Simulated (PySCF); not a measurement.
Species: BH7N2Si.
Bonds: N1–B2, B2–N3, N3–Si4. Hydrogens: H5, H6 on N1; H7 on B2; H8 on N3; H9, H10, H11 on Si4.

Method: PBE0-D3(BJ)/def2-SVP geometry optimisation, gas phase (PySCF); density fitting, grid level 1; the optimiser is geomeTRIC in internal coordinates, started from a GFN2-xTB structure with every atom displaced at random (about 0.01 Å).

Geometry at step 3:
```
atom  x, y, z in Å
N1      2.2000   -0.2912   -0.2623
B2      0.9446    0.2702    0.0371
N3     -0.2727   -0.4498   -0.1690
Si4    -1.8724    0.2193   -0.0030
H5      3.0518    0.2034   -0.0496
H6      2.3447   -1.2230   -0.6241
H7      0.8987    1.3879    0.5051
H8     -0.2064   -1.3857   -0.5610
H9     -2.4946    0.5633   -1.3212
H10    -2.7776   -0.7733    0.6574
H11    -1.7815    1.4562    0.8231
```

**Question.** Give the atomic forces at this geometry.

**Answer.** 
```csv
atom,Fx (eV/Å),Fy (eV/Å),Fz (eV/Å)
N1,-0.014,0.175,0.097
B2,0.021,-0.277,0.012
N3,-0.066,0.136,-0.039
Si4,-0.029,-0.039,0.018
H5,0.106,-0.001,-0.033
H6,-0.002,-0.032,-0.022
H7,0.005,-0.007,-0.049
H8,0.019,0.033,0.024
H9,-0.025,0.012,-0.013
H10,-0.011,0.009,0.005
H11,-0.005,-0.009,-0.002
```

The largest, 0.28 eV/Å, acts on B2; the rms over all components is 0.071 eV/Å. The forces sum to zero within rounding, as they must for an isolated molecule in no field.

**Question.** Give the force on B2 in Eh/bohr and in nN.

**Answer.** 0.278 eV/Å ÷ 51.422 = 0.00541 Eh/bohr, and 0.278 eV/Å × 1.602 = 0.45 nN.

**Question.** How far is this geometry from the end of the optimisation?

**Answer.** 0.006 eV above it, and 0.034 Å rms away after alignment. The bonds farthest from their final lengths, with half the difference of the two atoms' forces along the bond (positive lengthens):

```
 bond  now (Å)  final (Å)  force along bond (eV/Å)
N1–H5    1.008      1.009                    -0.01
```

The angle farthest from its final value is N1–B2–N3, 121.9° against 123.0°.

What follows is the cost of the whole optimisation. On one thread of an Arm Neoverse V1, no GPU, shared host, this took 25 s and 0.38 GiB of memory at its peak.
